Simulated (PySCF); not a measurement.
B2H8N2O.
Cartesian coordinates in Å at the PBE0-D3(BJ)/def2-SVP level; atoms count from 1:
```
atom  x, y, z in Å
O1     1.778   -0.263   -0.868
B2     0.809   -0.346    0.160
N3     0.129    1.082    0.430
B4    -1.279    0.427    0.069
N5    -0.587   -0.935   -0.387
H6     2.589   -0.718   -0.636
H7     1.130   -0.890    1.210
H8     0.460    1.782   -0.232
H9     0.233    1.452    1.370
H10   -1.844    0.999   -0.847
H11   -1.958    0.264    1.066
H12   -0.919   -1.787    0.056
H13   -0.556   -1.082   -1.394
```

Jobs on this species (13 atoms, 40 electrons) with PySCF (density fitting). Hardware of each: one thread, Arm Neoverse V2 (aarch64), shared host. Times come from a shared host and carry two figures at best. Peak memory is the resident size of the whole Python process, interpreter and libraries included.

```csv
level and settings,work,basis functions,SCF cycles,wall time,peak memory
"delta-SCF UKS PBE0, pcX-2 on the ionised atom, pcseg-1 elsewhere, spin-free X2C","ΔSCF core ionisation, 4 holes",141,?,?,?
"delta-SCF UKS SCAN, pcX-2 on the ionised atom, pcseg-1 elsewhere, non-relativistic","ΔSCF core ionisation, 4 holes",141,?,?,?
"delta-SCF UKS HF, pcX-2 on the ionised atom, pcseg-1 elsewhere, spin-free X2C","ΔSCF core ionisation, 4 holes",141,56,12 s,0.53 GiB
"PBE0-D3(BJ)/def2-SVP, grid level 1",geometry optimisation from a GFN2-xTB start shaken at random,110,44,25 s,0.45 GiB
"delta-SCF UKS SCAN, def2-TZVP on the ionised atom, pcseg-1 elsewhere, spin-free X2C","ΔSCF core ionisation, 4 holes",127,63,23 s,0.53 GiB
"delta-SCF UKS PBE, pcX-2 on the ionised atom, pcseg-1 elsewhere, spin-free X2C","ΔSCF core ionisation, 4 holes",141,62,14 s,0.53 GiB
"delta-SCF UKS SCAN, pcX-1 on the ionised atom, pcseg-1 elsewhere, spin-free X2C","ΔSCF core ionisation, 4 holes",120,64,20 s,0.53 GiB
"delta-SCF UKS B3LYP, pcX-2 on the ionised atom, pcseg-1 elsewhere, spin-free X2C","ΔSCF core ionisation, 4 holes",141,57,23 s,0.53 GiB
"delta-SCF UKS SCAN, pcX-2 on the ionised atom, pcseg-1 elsewhere, spin-free X2C","ΔSCF core ionisation, 4 holes",141,65,25 s,0.48 GiB
```

Task: Fill in the missing figures.

Result: 
- delta-SCF UKS PBE0, pcX-2 on the ionised atom, pcseg-1 elsewhere, spin-free X2C; ΔSCF core ionisation, 4 holes: 23 s, 0.53 GiB, 57 SCF cycles
- delta-SCF UKS SCAN, pcX-2 on the ionised atom, pcseg-1 elsewhere, non-relativistic; ΔSCF core ionisation, 4 holes: 24 s, 0.53 GiB, 64 SCF cycles

Task: What do all jobs in the table cost together?

Result: About 3.1 min; the longest takes about 13 % of that, and about 2.1 times as long as the shortest.
